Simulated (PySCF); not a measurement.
Species: difluoro(trifluoromethyl)borane, CBF$_{5}$ (charge 0, singlet). SMILES: FB(F)C(F)(F)F
Geometry from a B3LYP-D3(BJ)/def2-TZVP (Ansatz) optimisation:
```
C
F 1 1.3441
F 1 1.3522 2 107.53
F 1 1.3524 2 107.52 3 -115.35
B 1 1.6155 2 112.91 3 122.37
F 5 1.3086 1 120.62 2 0.50
F 5 1.3094 6 120.32 1 -179.96
```
Charge 0, spin multiplicity 1.

Dispersion corrections to the total energy (kcal/mol) from the dftd3 and dftd4 libraries through PySCF: D3(BJ) without and D4 with the three-body term, each with the damping fitted for the functional named.

```tsv
functional	D3(BJ)	D4
TPSS	-2.83	?
LC-wPBE	-2.04	?
revPBE	?	-10.06
HF	-19.20	-11.10
B3LYP	-3.92	-4.54
BHLYP	-3.00	-3.09
B2GP-PLYP	-1.31	-1.16
```

Q: What belongs in the gaps?

A: 
- TPSS, D4: -3.85
- LC-wPBE, D4: -3.12
- revPBE, D3(BJ): -5.97
